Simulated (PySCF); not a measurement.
C₃H₈O₂Si, SMILES O[SiH2]CC(=O)C.

The structure is a stationary point at PBE0-D3(BJ)/def2-SVP. The values are those of a single conformer.

Two levels are set side by side: TDA-PBE/def2-SVPD (PySCF) and TDA-B3LYP/def2-SVPD (PySCF). Vertical, same geometry. The lowest singlet is HOMO→LUMO 100 % with PBE and HOMO→LUMO 97 % with the other functional; states are paired by order. Differences are taken from unrounded values.

```
quantity                              TDA-B3LYP  TDA-PBE  TDA-PBE minus TDA-B3LYP
------------------------------------  ---------  -------  -----------------------
lowest singlet excitation (eV)             4.53     4.32                    -0.22
lowest triplet excitation (TDA) (eV)       4.00     3.77                    -0.22
```

Functionals without exact exchange tend to place singlet excitations lower, as here. Differences between two approximate levels are no errors against the true value.

Rough cost on one machine, each run with all the roots and properties that it gave: TDA-B3LYP against TDA-PBE about 2 times.
